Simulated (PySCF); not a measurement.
What settings do to a single point of [Ce(H2O)3]3+

The sound run of [Ce(H2O)3]3+ (singlet in the valence; each metal's 4f electrons, 1 of them, lie in its core potential, out of spins and levels) uses PySCF 2.14.0, RKS PBE0, Ce lcecp-1-SVP with ECP47, O def2-SVP, H def2-SVP; non-relativistic Hamiltonian with scalar-relativistic core potentials where named; density fitting; no spin-orbit coupling, grid (50, 194), threshold 1e-8 Eh and 55 cycles, at the relaxed geometry:

```xyz
10

Ce    0.0000    0.0000    0.0000
O     2.3796    0.0000    0.0000
H     2.9954   -0.7677    0.0665
H     2.9954    0.7677   -0.0665
O    -1.1898    2.0608    0.0000
H    -0.8329    2.9779    0.0665
H    -2.1625    2.2103   -0.0665
O    -1.1898   -2.0607    0.0000
H    -2.1625   -2.2102    0.0665
H    -0.8329   -2.9779   -0.0665
```

There Ce1 has a Mulliken charge of 2.07 e and the dipole about the centre of mass is 0.00 D. Each run below changes one thing and starts from free metal ions and neutral atoms unless it says otherwise; with 55 cycles, smearing, a level shift and second-order steps follow where DIIS fails, and their cycles count. Energy shifts count from the sound run. On f atoms grids over 110 angular points are at least (60, 302).

```csv
change,outcome,cycles,energy shift (eV),largest force component (eV/Å),charge on Ce1 (e),dipole about the centre of mass (D)
"grid (40, 110)",converged,10,0.0283,0.04,2.07,0.00
"H3 put 1.1 Å from Ce1, limit 67 cycles",converged,12,18.94,49.91,1.98,3.96
threshold 1e-06,converged,8,0.0000,0.01,2.07,0.00
all coordinates × 0.94,converged,8,0.95,3.46,1.98,0.00
```

How does the run with this change end: charge changed by +1, spin kept, limit 64 cycles?

outcome refused.

Unsound on purpose, so not properties of the compound: H3 put 1.1 Å from Ce1, limit 67 cycles.

Forces carry noise of the integration grid, about 0.01 to 0.03 eV/Å.

A frequency check found unstable modes (1, the lowest at -7 cm⁻¹), so the relaxed geometry is a saddle point, or these are noise. An lcecp potential fixes the number of 4f electrons, so in runs with it no electron can move into or out of that shell.
